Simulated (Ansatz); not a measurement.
A short molecular-dynamics run on SnBr2 (the lowest singlet isomer of a short search).

```yaml
crystal:
  periodic: [false, false, false]
  atoms:
    - {symbol: Sn, position_ang: [-0.492666, 0.444567, 0.864141]}
    - {symbol: Br, position_ang: [0.278448, -1.923464, 0.461428]}
    - {symbol: Br, position_ang: [0.214219, 1.478887, -1.325570]}
basis:
  gaussian: {orbitals: def2-SVP}
hamiltonian: {xc: {name: revPBE}, dispersion: d4}
md: {timestep: 0.5 fs, n_steps: 15, ensemble: nvt_langevin, temperature: 500, initial_velocities: maxwell_boltzmann, friction: 0.01, seed: 185}
scf: {omitted_lower_state_checks: [starts]}
```

```sh
$ ansatz run in.yaml --threads 4 --pin off --events-out ev --progress --plain --max-ram 3916MiB
```

| step | time (fs) | potential energy (eV) | kinetic (eV) | T (K) |
| --- | --- | --- | --- | --- |
| 0 | 0.0 | -145899.7571 | 0.1293 | 333 |
| 1 | 0.5 | -145899.7556 | 0.1151 | 297 |
| 2 | 1.0 | -145899.7541 | 0.1048 | 270 |
| 3 | 1.5 | -145899.7524 | 0.1135 | 293 |
| 4 | 2.0 | -145899.7504 | 0.1157 | 298 |
| 5 | 2.5 | -145899.7484 | 0.1095 | 282 |
| 6 | 3.0 | -145899.7463 | 0.0926 | 239 |
| 7 | 3.5 | -145899.7442 | 0.0885 | 228 |
| 8 | 4.0 | -145899.7421 | 0.0934 | 241 |
| 9 | 4.5 | -145899.7399 | 0.0825 | 213 |
| 10 | 5.0 | -145899.7378 | 0.0744 | 192 |
| 11 | 5.5 | -145899.7359 | 0.0772 | 199 |
| 12 | 6.0 | -145899.7341 | 0.0567 | 146 |
| 13 | 6.5 | -145899.7322 | 0.0567 | 146 |
| 14 | 7.0 | -145899.7301 | 0.0697 | 180 |
| 15 | 7.5 | -145899.7281 | 0.0646 | 167 |

Velocities are drawn at the set temperature; a run this short doesn't reach equilibrium. Under Langevin dynamics the printed temperature counts 3N degrees of freedom, so it starts below the set value.

In the def2 sets Sn takes a core potential; there is no spin–orbit coupling.

Frames (Å, forces in eV/Å):

```xyz
3
time=0.0 fs
Sn   -0.493    0.445    0.864   -0.316    0.285    0.555
Br    0.278   -1.923    0.461    0.165   -0.535   -0.071
Br    0.214    1.479   -1.326    0.151    0.250   -0.483
3
time=0.5 fs
Sn   -0.492    0.445    0.863   -0.325    0.271    0.583
Br    0.279   -1.923    0.461    0.165   -0.534   -0.071
Br    0.213    1.479   -1.324    0.160    0.263   -0.512
3
time=1.0 fs
Sn   -0.492    0.445    0.863   -0.334    0.257    0.611
Br    0.280   -1.923    0.460    0.165   -0.533   -0.072
Br    0.212    1.478   -1.322    0.168    0.276   -0.539
3
time=1.5 fs
Sn   -0.492    0.445    0.862   -0.343    0.244    0.640
Br    0.280   -1.923    0.459    0.166   -0.533   -0.072
Br    0.210    1.478   -1.321    0.178    0.289   -0.568
3
time=2.0 fs
Sn   -0.491    0.445    0.861   -0.354    0.232    0.671
Br    0.280   -1.923    0.458    0.166   -0.535   -0.073
Br    0.209    1.478   -1.319    0.187    0.303   -0.598
3
time=2.5 fs
Sn   -0.491    0.445    0.860   -0.365    0.221    0.703
Br    0.281   -1.923    0.457    0.168   -0.537   -0.074
Br    0.208    1.477   -1.317    0.197    0.317   -0.629
3
time=3.0 fs
Sn   -0.490    0.445    0.859   -0.375    0.210    0.733
Br    0.281   -1.923    0.457    0.169   -0.540   -0.076
Br    0.207    1.477   -1.315    0.206    0.330   -0.658
3
time=3.5 fs
Sn   -0.490    0.445    0.858   -0.385    0.202    0.762
Br    0.281   -1.923    0.456    0.170   -0.544   -0.077
Br    0.205    1.477   -1.314    0.215    0.342   -0.685
3
time=4.0 fs
Sn   -0.490    0.445    0.858   -0.396    0.193    0.791
Br    0.282   -1.923    0.456    0.172   -0.547   -0.078
Br    0.204    1.477   -1.312    0.224    0.355   -0.713
3
time=4.5 fs
Sn   -0.489    0.445    0.857   -0.406    0.184    0.820
Br    0.282   -1.923    0.456    0.174   -0.551   -0.080
Br    0.203    1.477   -1.311    0.233    0.367   -0.740
3
time=5.0 fs
Sn   -0.489    0.445    0.856   -0.416    0.175    0.847
Br    0.283   -1.923    0.456    0.175   -0.554   -0.081
Br    0.202    1.477   -1.309    0.241    0.378   -0.766
3
time=5.5 fs
Sn   -0.489    0.445    0.855   -0.424    0.165    0.872
Br    0.283   -1.923    0.455    0.176   -0.554   -0.082
Br    0.200    1.477   -1.308    0.248    0.390   -0.790
3
time=6.0 fs
Sn   -0.489    0.445    0.855   -0.432    0.154    0.895
Br    0.284   -1.923    0.455    0.176   -0.554   -0.082
Br    0.199    1.476   -1.306    0.256    0.400   -0.813
3
time=6.5 fs
Sn   -0.489    0.445    0.854   -0.440    0.148    0.918
Br    0.284   -1.923    0.455    0.177   -0.557   -0.084
Br    0.198    1.476   -1.305    0.263    0.410   -0.834
3
time=7.0 fs
Sn   -0.489    0.445    0.853   -0.449    0.142    0.941
Br    0.285   -1.923    0.455    0.180   -0.562   -0.085
Br    0.197    1.477   -1.304    0.270    0.420   -0.856
3
time=7.5 fs
Sn   -0.489    0.445    0.852   -0.459    0.137    0.964
Br    0.285   -1.922    0.455    0.182   -0.567   -0.087
Br    0.196    1.477   -1.303    0.277    0.429   -0.878
```

Hardware: 4 threads of Arm Neoverse V2 on a shared host. Wall time 12 s.
